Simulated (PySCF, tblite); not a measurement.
Compound: C5H13NSi3.
Cartesian coordinates in Å at the GFN2-xTB level; atoms count from 1:
```xyz
22
C5H13NSi3 angstrom
N     -4.3724    1.4381   -0.4329
C     -3.2953    1.1231   -0.2087
C     -1.9548    0.6848    0.0494
C     -1.8482   -0.7321    0.6547
C     -0.9928   -1.1792   -0.5449
Si     0.8116   -1.6538   -0.1477
Si     1.8796   -0.0122    1.1024
Si     3.3461    1.3585   -0.0524
C     -1.1854    0.2014   -1.1989
H     -1.4292    1.4520    0.6229
H     -2.8082   -1.2411    0.7374
H     -1.3545   -0.7623    1.6255
H     -1.4750   -1.9732   -1.1173
H      0.7417   -2.9729    0.4952
H      1.4580   -1.8531   -1.4538
H      0.8787    0.8267    1.7919
H      2.5794   -0.6620    2.2226
H      3.7104    2.5797    0.6683
H      4.5936    0.6565   -0.3600
H      2.7752    1.7885   -1.3337
H     -0.2743    0.7629   -1.4040
H     -1.7947    0.1890   -2.1023
```

Jobs on this species (22 atoms, 92 electrons) with PySCF (density fitting) and tblite. Hardware of each: one thread of an Intel Xeon 6975P-C, on a shared host. Times come from a shared host and carry two figures at best.

```csv
level and settings,work,basis functions,SCF cycles,wall time
PBE0/pcSseg-1,"shieldings, ring-centre shieldings, charges and field gradients",239,?,?
GFN2-xTB,Hessian by finite differences,–,–,1.2 s
GFN2-xTB,L-BFGS relaxation,–,–,1.3 s
```

Q: Fill in the missing figures.

A: 
- PBE0/pcSseg-1; shieldings, ring-centre shieldings, charges and field gradients: 40 s, 14 SCF cycles

Q: What do all jobs in the table cost together?

A: About 42 s; the longest takes about 94 % of that, and about 33 times as long as the shortest.
